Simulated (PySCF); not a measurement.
# GaSb: frontier orbitals

PBE0 at R = 2.795 Å; PySCF, scalar-relativistic core potentials, basis sets Ga cc-pVDZ-PP with ECP10, Sb cc-pVDZ-PP with ECP28. State: ³Σ⁻ (triplet), unpaired electrons π ↑↑. Only the outer orbitals are listed, counted within each symmetry, core potentials removing the inner ones.

```
spin  orbital  occ.  ε (eV)  on Ga (%)            main shells (%)
   α       7σ     1  -14.74          9                    90 Sb s
   α       8σ     1  -10.05         80           80 Ga s, 12 Sb p
   α       5π     1   -6.14          9                    91 Sb p
   α       5π     1   -6.14          9                    91 Sb p
   α       9σ     1   -5.45         40  59 Sb p, 28 Ga p, 11 Ga s
   α       6π     0   -1.69         91                    91 Ga p
   α       6π     0   -1.69         91                    91 Ga p
   α      10σ     0    0.38         78           78 Ga p, 25 Sb p
   β       7σ     1  -13.15         18           81 Sb s, 14 Ga s
   β       8σ     1   -9.73         77   76 Ga s, 14 Sb s, 9 Sb p
   β       9σ     1   -5.03         44           55 Sb p, 35 Ga p
   β       5π     0   -3.02         33           66 Sb p, 32 Ga p
   β       5π     0   -3.02         33           66 Sb p, 32 Ga p
   β       6π     0   -1.13         67           67 Ga p, 32 Sb p
```

**Question.** Which are the highest filled and the lowest empty level, where do they sit, and how wide is the gap?

**Answer.** Highest filled β 9σ at -5.03 eV (in %: 55 Sb p, 35 Ga p); lowest empty β 5π at -3.02 eV (in %: 66 Sb p, 32 Ga p); the gap at PBE0 is 2.01 eV.

| Item | Value |
| --- | --- |
| bond order (Mayer) | 1.18 |
| ⟨S²⟩ | 2.007 |
| charge on Ga (Mulliken, basis-dependent) | 0.16 |
| charge on Ga (Löwdin, basis-dependent) | 0.06 |
| dipole moment (positive dipole means Ga(−)Sb(+)) | -1.51 D |
| polarisability along the bond | 137.3 bohr³ |
| polarisability across the bond | 50.9 bohr³ |

Spin–orbit coupling is left out. The state is the lowest determinant that a PBE0 search found; another state may lie lower at other levels.
